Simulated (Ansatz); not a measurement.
Clusters of 9 atoms, II-VI: PBE-D4/def2-SVP single points in Ansatz on relaxed structures, gas phase. Each cluster is the lowest isomer that a short search found in that spin, judged at the geometry's level, and lower ones may exist. Core potentials for Cd, Hg, Sr, Te, no spin–orbit coupling. HOMO and LUMO are taken over both spins. Binding counts from free atoms in the multiplicity of their measured ground term, without zero-point energy. Singlets are spin-restricted. A dash marks a value that wasn't run or was left out as unsound. The structures are stationary points that may keep the symmetry of their start. Remarks come from the PBE and PBE0 runs and from stability tests at other levels; not every state was tested. HOMO above LUMO (over both spins in singlets and doublets, within one spin in higher multiplets; at PBE or PBE0), or a gap under 0.15 eV within one spin, warns that the state may not be the lowest or that an electron is smeared out.

```json
{"species": "Hg4O5 (with 2 O–O bonds)", "atoms": "9", "state": "singlet", "geometry": "B3LYP-D4/def2-SVP", "HOMO (eV)": "-5.85", "LUMO (eV)": "-3.65", "gap (eV)": "2.20", "binding per atom (eV)": "1.70", "lowest of the spins relaxed": "–", "point group (within 0.1 Å)": "Cs", "remarks": "–"}
{"species": "Mg4Se5", "atoms": "9", "state": "singlet", "geometry": "PBE-D4/def2-SVP", "HOMO (eV)": "-4.81", "LUMO (eV)": "-3.16", "gap (eV)": "1.65", "binding per atom (eV)": "2.41", "lowest of the spins relaxed": "–", "point group (within 0.1 Å)": "–", "remarks": "restricted SCF unstable in HF"}
{"species": "Cd4S5", "atoms": "9", "state": "singlet", "geometry": "PBE-D4/def2-SVP", "HOMO (eV)": "-5.25", "LUMO (eV)": "-4.00", "gap (eV)": "1.25", "binding per atom (eV)": "2.15", "lowest of the spins relaxed": "–", "point group (within 0.1 Å)": "Cs", "remarks": "–"}
{"species": "Sr5S4", "atoms": "9", "state": "singlet", "geometry": "PBE0-D4/def2-SVP", "HOMO (eV)": "-2.83", "LUMO (eV)": "-1.78", "gap (eV)": "1.05", "binding per atom (eV)": "3.43", "lowest of the spins relaxed": "–", "point group (within 0.1 Å)": "Cs", "remarks": "restricted SCF unstable in HF"}
{"species": "Mg5S4", "atoms": "9", "state": "singlet", "geometry": "B3LYP-D4/def2-SVP", "HOMO (eV)": "-4.56", "LUMO (eV)": "-2.73", "gap (eV)": "1.83", "binding per atom (eV)": "2.82", "lowest of the spins relaxed": "–", "point group (within 0.1 Å)": "Cs", "remarks": "restricted SCF unstable in HF"}
{"species": "Be5S4⁺", "atoms": "9", "state": "doublet", "geometry": "PBE-D4/def2-SVP", "HOMO (eV)": "-9.07", "LUMO (eV)": "-7.91", "gap (eV)": "1.16", "binding per atom (eV)": "–", "lowest of the spins relaxed": "–", "point group (within 0.1 Å)": "–", "remarks": "–"}
{"species": "Be4Se5", "atoms": "9", "state": "singlet", "geometry": "PBE0-D4/def2-SVP", "HOMO (eV)": "-5.40", "LUMO (eV)": "-3.70", "gap (eV)": "1.70", "binding per atom (eV)": "3.49", "lowest of the spins relaxed": "–", "point group (within 0.1 Å)": "Cs", "remarks": "–"}
```

Question: Estimate the rows for Zn5Te4 (singlet, PBE-D4/def2-SVP geometry); Be5Se4⁺ (doublet, r2SCAN-D4/def2-SVP geometry); Be5Se4 (singlet, B3LYP-D4/def2-SVP geometry).

Answer: 
```tsv
species	atoms	state	geometry	HOMO (eV)	LUMO (eV)	gap (eV)	binding per atom (eV)	lowest of the spins relaxed	point group (within 0.1 Å)	remarks
Zn5Te4	9	singlet	PBE-D4/def2-SVP	-5.28	-2.71	2.57	1.86	singlet, of singlet/triplet/quintet	–	gap within one spin near zero at PBE or PBE0 (triplet)
Be5Se4⁺	9	doublet	r2SCAN-D4/def2-SVP	-9.08	-8.35	0.73	–	–	Cs	–
Be5Se4	9	singlet	B3LYP-D4/def2-SVP	-6.33	-3.39	2.94	3.26	–	C2	–
```

The gap (eV) runs from 0.73 (Be5Se4⁺) to 2.94 (Be5Se4).
